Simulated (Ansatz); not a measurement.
Si(SH)Cl3 (SiHSCl₃) was relaxed with PBE0-D4 (def2-SVP) in Ansatz in these states: charge +1 doublet, neutral singlet. The geometries follow in no particular order.

A:

```xyz
6

Si    0.230   -0.231    0.267
S    -1.650    0.317   -0.528
H    -1.118    1.214   -1.389
Cl   -0.145   -1.640    1.694
Cl    1.207    1.356    1.112
Cl    1.475   -1.016   -1.156
```

B:

| atom | x (Å) | y (Å) | z (Å) |
| --- | --- | --- | --- |
| Si1 | 0.5270 | -0.0485 | 0.3058 |
| S2 | -1.6101 | -0.5112 | -0.2512 |
| H3 | -1.7987 | 0.5947 | -1.0267 |
| Cl4 | 0.9295 | -1.1413 | 1.9227 |
| Cl5 | 0.7445 | 1.9276 | 0.4912 |
| Cl6 | 1.2078 | -0.8214 | -1.4418 |

Task: Judge from the bond lengths which geometry belongs to which state (an estimate).

Result: A is the neutral singlet (Si1–S2 2.114 Å, Si1–Cl5 2.047 Å, Si1–Cl4 2.040 Å); B is the charge +1 doublet (Si1–S2 2.256 Å, Si1–Cl5 1.997 Å, Si1–Cl4 1.993 Å).
